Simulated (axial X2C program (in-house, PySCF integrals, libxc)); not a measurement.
PbF: from the spin-free to the two-component result

Calculated with an in-house all-electron X2C program for linear molecules (integrals from PySCF). Spin-free means the one-electron spin-free X2C Hamiltonian; two-component (2c) means X2C with spin–orbit coupling and atomic mean-field two-electron Coulomb and Gaunt terms, so the difference of the two also holds small scalar two-electron terms. Basis: Pb dyall-cv3z [12s14p10d7f1g], F dyall-av3z [7s6p3d2f] (cores contracted in-house); Gaussian nuclei, density fitting, unrestricted open shells. Masses: Pb 207.977 u, F 18.998 u.

Spin-free state: M_S = 1/2, Λ = 1 (beyond evenly filled blocks: π+α); fragments Pb + F.

| level | Re (Å) | ωe (cm⁻¹) | De (eV) | μ (D) |
| --- | --- | --- | --- | --- |
| PBE0 | 2.051 | 518.2 | 4.541 | -3.52 |
| HF | 2.037 | 533.3 | 2.580 | -3.79 |
| MP2 | 2.066 | 513.5 | 4.912 | n/a |
| CCSD | 2.059 | 519.9 | 4.422 | n/a |
| CCSD(T) | 2.065 | 513.9 | 4.581 | n/a |
| r2SCAN0 | 2.038 | 533.1 | 4.262 | -3.48 |

Correlated methods: 11 electrons correlated (number of frozen shells: Pb 5 s, 4 p, 3 d, 1 f; F 1 s), 261 virtual spin orbitals or spinors in MP2, 90 natural virtuals in coupled cluster.

Dipoles are positive if F is the positive end.

(1) Within this multiplet, which Ω should lie lowest by the rule for regular and inverted multiplets?

Two-component determinant lowest at the distance of the search:

Ω = 1/2 (⟨Sz⟩ = -0.46, ⟨Lz⟩ = 0.96 at HF); fragments Pb + F.

| level | Re (Å) | ωe (cm⁻¹) | De (eV) | μ (D) |
| --- | --- | --- | --- | --- |
| PBE0 | 2.067 | 497.7 | 3.875 | -3.75 |
| HF | 2.052 | 510.4 | 2.183 | -4.06 |
| MP2 | 2.081 | 495.1 | 4.290 | n/a |
| CCSD | 2.073 | 500.9 | 3.660 | n/a |
| CCSD(T) | 2.079 | 495.3 | 3.812 | n/a |
| r2SCAN0 | 2.053 | 514.0 | 3.849 | -3.71 |

(2) From the two tables, how do the constants change at the CCSD(T) level (2c against spin-free)?

Occupations by symmetry block were frozen at the best pattern of an incomplete PBE0 search. Dissociation energies refer to the lowest single-determinant-based atoms at the same level and basis. Density functionals use the spin component along the axis (collinear). CCSD and (T) use frozen natural virtuals with an MP2 correction for the truncation; (T) itself is uncorrected, so its De runs slightly low. The 2c atoms are single determinants rather than J levels; their spin–orbit lowering is only partly caught, and De is too large by that part. This holds for PBE0, r2SCAN0. Without a current term, density functionals place determinants with orbital angular momentum somewhat too high. With the outer-core shells frozen, correlated bond lengths of heavy atoms tend to come out a few hundredths of an ångström too long.

Results:

(1) The open π shell holds one electron, so the multiplet is regular: Ω = Λ − 1/2 = 1/2. The PBE0 2c search agrees.

(2) At the CCSD(T) level Re rises by 0.014 Å and ωe drops by 18.6 cm⁻¹; De changes by -0.769 eV.
